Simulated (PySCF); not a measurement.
## Electronic structure of Cu (copper, neutral) at the wB97M-V level

Configuration: [Ar] 3d10 4s1, 2S determinant. Calculation: PySCF 2.14, in aug-cc-pVDZ-PP with ECP10MDF (5s5p4d2f, 54 functions); scalar relativity through the core potential.

| Item | Value |
| --- | --- |
| Total energy | -197.1176 hartree |
| One-electron energy | -355.2866 hartree |
| Hartree (Coulomb) energy | 176.9723 hartree |
| Exchange-correlation energy | -18.8034 hartree |
| ⟨S²⟩ | 0.7503 |
| ⟨L²⟩ | 0.000 |
| Sum of ⟨r⟩ | 19.29 bohr |
| Sum of ⟨r²⟩ | 30.67 bohr² |

| shell | electrons | mean orbital energy (eV) | rms radius, mean of both spins (bohr) |
| --- | --- | --- | --- |
| 3s α | 1 | -125.36 | 0.766 |
| 3s β | 1 | -125.31 | 0.766 |
| 3p α | 3 | -80.664 | 0.816 |
| 3p β | 3 | -80.623 | 0.816 |
| 3d α | 5 | -9.765 | 1.23 |
| 3d β | 5 | -9.650 | 1.23 |
| 4s α | 1 | -7.390 | 3.22 |

Energies and moments cover only the electrons outside the core potential.
